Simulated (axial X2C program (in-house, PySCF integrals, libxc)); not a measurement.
## AsH⁻: from Re and ωe to a spectrum

A bond curve at the CCSD(T) level, with spin–orbit coupling, was computed with an axial X2C code built on PySCF integrals (basis As dyall-acv3z [10s10p7d5f1g], H dyall-av3z [7s3p2d] (cores contracted in-house)) for the state Ω = 3/2 (⟨Sz⟩ = 0.50, ⟨Lz⟩ = 1.00 at HF). Its fit gives Re = 1.5477 Å, ωe = 2023.7 cm⁻¹, ωexe = 41.9 cm⁻¹ and αe = 2.271e-01 cm⁻¹; the masses are 74.9216 and 1.0078 u. Two-component means X2C with spin–orbit coupling and atomic mean-field Coulomb and Gaunt terms.

Correlated methods: 7 electrons correlated (number of frozen shells: As 3 s, 2 p, 1 d; H none), 213 virtual spin orbitals or spinors in MP2, 90 natural virtuals in coupled cluster.

**Question.** Find the reduced mass, Be and the force constant.

**Answer.** From the CCSD(T) values: μ = 0.9944 u. Be = 16.8576/(μ Re²) = 7.077 cm⁻¹. k = 5.8918×10⁻⁷ μ ωe² = 2.4 mdyn/Å.

**Question.** Estimate De from a Morse curve and compare with the computed well depth of 3.022 eV to As + H-.

**Answer.** De(Morse) = ωe²/(4ωexe) = 3.030 eV against 3.022 eV computed, a ratio of 1.00. For De the Morse form works well here.

**Question.** Where do the fundamental and the first overtone lie?

**Answer.** ν(1←0) = ωe − 2ωexe = 1939.9 cm⁻¹; ν(2←0) = 2ωe − 6ωexe = 3796.0 cm⁻¹.

**Question.** A Morse curve ties αe to the other constants (Pekeris). How well does that hold?

**Answer.** αe(Morse) = 6Be²/ωe × (√(ωexe/Be) − 1) = 2.128e-01 cm⁻¹; the CCSD(T) curve gives 2.271e-01 cm⁻¹, a ratio of 0.94.

**Question.** Estimate the centrifugal constant by the Kratzer relation.

**Answer.** D = 4Be³/ωe² = 3.46e-04 cm⁻¹.

One determinant describes the state; a PBE0 search over occupations chose it and may have missed a lower one. Dissociation energies refer to the lowest single-determinant-based atoms at the same level and basis. CCSD and (T) use frozen natural virtuals with an MP2 correction for the truncation; (T) itself is uncorrected, so its De runs slightly low.
